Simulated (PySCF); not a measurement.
This script is equivalent to a calculation on C⁺ (carbon, charge +1).

```python
from pyscf import gto, scf, dft, mp, cc
import basis_set_exchange as bse
mol = gto.M(atom="C 0 0 0", charge=1, spin=1, symmetry="D2h",
            basis=gto.basis.parse(bse.get_basis("x2c-TZVPall", elements=["C"], fmt="nwchem", header=False)),
            nucmod="G")
mf = scf.UHF(mol).sfx2c1e()
mf.irrep_nelec = {'Ag': (2, 2), 'B2u': (1, 0)}
mf.kernel()
```

(1) What total energy does it give?

(2) Which occupied shell lies highest, and where?

(3) What is ⟨S²⟩, and what would a pure spin state give?

Answers

(1) -37.31066 hartree (calculated).

(2) 2p α, at -24.871 eV.

(3) 0.757, against 0.75.
